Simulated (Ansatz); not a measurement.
Stretching the Si2–Cl1 bond in Cl2H2Si (SMILES Cl[SiH2]Cl) (multiplicity 1 held, fragments rigid). Energies count from the point at 2.052 Å.
Geometry at that point (charge 0, multiplicity 1):
```csv
atom,x (Å),y (Å),z (Å)
Cl,-1.6761,0.4337,-0.0037
Si,-0.0115,-0.7660,0.0237
Cl,1.6883,0.3828,-0.0216
H,-0.0165,-1.5412,1.2727
H,-0.0307,-1.6168,-1.1749
```

Restricted levels (R-, RO-) in cc, def2 and unpolarised 6-31G sets keep to the state of the molecule at rest. Unrestricted levels (U-) break spin symmetry where that is lower. Curves can end on different states.

Cores are frozen in the correlated methods.

Codes used: Ansatz (Gaussian basis) for Hartree–Fock, density functionals and correlated methods. Each number belongs to the level named beside it.

One of these levels gives 6.016 eV for the energy at R = 6.567 Å. Name it.
(A) U-HF/cc-pV(T+d)Z
(B) U-B3LYP/cc-pV(T+d)Z
(C) R-B3LYP/cc-pV(T+d)Z
(D) R-MP2/cc-pV(T+d)Z

D, R-MP2/cc-pV(T+d)Z. The others give 3.680 (U-HF/cc-pV(T+d)Z), 5.444 (R-B3LYP/cc-pV(T+d)Z), 4.518 (U-B3LYP/cc-pV(T+d)Z)

Doubts at one or more of the structures used: a spin-contaminated determinant (U-HF/cc-pV(T+d)Z, U-B3LYP/cc-pV(T+d)Z); a restricted determinant that unrestricted orbitals would lower (R-B3LYP/cc-pV(T+d)Z, R-MP2/cc-pV(T+d)Z).

Ansatz is an electronic-structure program.
